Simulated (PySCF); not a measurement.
Compound: C2H10Si2.
SMILES: `CC[SiH2][SiH3]`

Jobs on this species (14 atoms, 50 electrons) with PySCF (density fitting). Hardware of each: an Arm Neoverse V1 with one thread, shared host. Other jobs ran on the host; a repeat could differ by tens of per cent or more. Peak memory is the resident size of the whole Python process, interpreter and libraries included.

```
level and settings                                                                           work  basis functions  SCF cycles  wall time  peak memory
   B3LYP/def2-SVPD  10 singlets by full TDDFT, 4 Tamm–Dancoff triplets, polarisability, ΔSCF ions              168           ?          ?            ?
     PBE0/def2-SVP                                        shieldings, charges and field gradients              114           ?          ?            ?
PBE0/6-311+G(2d,p)                                        shieldings, charges and field gradients              184           ?          ?            ?
     LDA/def2-SVPD  10 singlets by full TDDFT, 4 Tamm–Dancoff triplets, polarisability, ΔSCF ions              168          13       84 s     0.48 GiB
     PBE/def2-SVPD  10 singlets by full TDDFT, 4 Tamm–Dancoff triplets, polarisability, ΔSCF ions              168          13    1.9 min     0.65 GiB
     PBE0/IGLO-III                                        shieldings, charges and field gradients              258          12       25 s      1.0 GiB
     PBE0/def2-SVP             10 singlets by full TDDFT, 4 Tamm–Dancoff triplets, polarisability              114          12      9.9 s     0.60 GiB
    PBE0/def2-TZVP                                        shieldings, charges and field gradients              196          12       18 s     0.95 GiB
  PBE0/aug-cc-pVDZ                                        shieldings, charges and field gradients              190          12       18 s     0.85 GiB
```

Problem. Fill in the missing figures.

Solution. 
- B3LYP/def2-SVPD; 10 singlets by full TDDFT, 4 Tamm–Dancoff triplets, polarisability, ΔSCF ions: 61 s, 0.77 GiB, 12 SCF cycles
- PBE0/def2-SVP; shieldings, charges and field gradients: 7.7 s, 0.61 GiB, 12 SCF cycles
- PBE0/6-311+G(2d,p); shieldings, charges and field gradients: 16 s, 0.90 GiB, 12 SCF cycles

Problem. What do all jobs in the table cost together?

Solution. About 5.9 min; the longest takes about 32 % of that, and about 15 times as long as the shortest.
